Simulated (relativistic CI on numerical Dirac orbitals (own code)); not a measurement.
One change at a time: Os XV

Base calculation: Dirac-Coulomb-Breit CI, orbitals from a KLI potential per configuration, QED by a radiative potential, unscaled Slater integrals.

Configuration list (outside the closed core [Kr] 4d10): 4f¹⁴5s², 4f¹⁴5s5p, 4f¹³5s²5p, 4f¹⁴5s5d, 4f¹³5s²5d, 4f¹⁴5s5f, 4f¹⁴5p5d, 4f¹⁴5s5g, 4f¹⁴5p², 4f¹³5p³, 4f¹³5p²5d, 4f¹⁴5d², 4f¹³5p5d², 4f¹³5d³. Double excitations out of closed p, d and f shells are left out; levels of such configurations are missing from the list, as are those of other unlisted configurations, and high levels can miss mixing partners.

Variants: (1) QED terms removed. Shifts of the energy above 4f¹⁴5s² ¹S0, in cm⁻¹, for the lowest level and the first level of each name with at least 55 % of one term (blank where a level changes its place among those of its configuration and J or its character, or is not in the variant):

```tsv
Level	Base	Δ(1)
4f¹⁴5s² ¹S0	0	0
4f¹³5s²5p ³D3	137584	-382
4f¹³5s²5p ³G3	160226	-470
4f¹⁴5s5p ³P°0	250789	+1984
4f¹⁴5s5p ³P°1	270876	+1979
4f¹³5s²5p ³G5	273161	-499
4f¹³5s²5p ³D1	288086	-589
4f¹³5s²5p ³F4	289971	-500
4f¹⁴5s5p ³P°2	388362	+1854
4f¹⁴5s5p ¹P°1	451242	+1868
4f¹⁴5p² ³P0	590116	+3998
4f¹⁴5p² ³P1	704840	+3889
4f¹⁴5p² ¹D2	707558	+3781
4f¹³5s²5d ³P°2	743926	-188
```

At this charge transitions that keep the count of f electrons are usually good to a few per cent. Levels and lines within the n = 5 or 6 shells can be off by up to 10 % or somewhat more, and those that change n by about 2 %, since core polarisation is missing. Levels that differ in their count of f electrons can be misplaced by several ten thousand cm⁻¹, since the correlation energy of f electrons is missing or only estimated; rates across such gaps can be off by orders of magnitude.

Ionisation energy from one configuration of each of the two ions, the ground ones as tabulated or assumed: base 331.042 eV. The NIST ASD value (theoretical) is 322 ± 16 eV.

LS names give the leading component of a level, which can be under half, so a name can repeat, a term be missing and a line seem to break the LS rules.
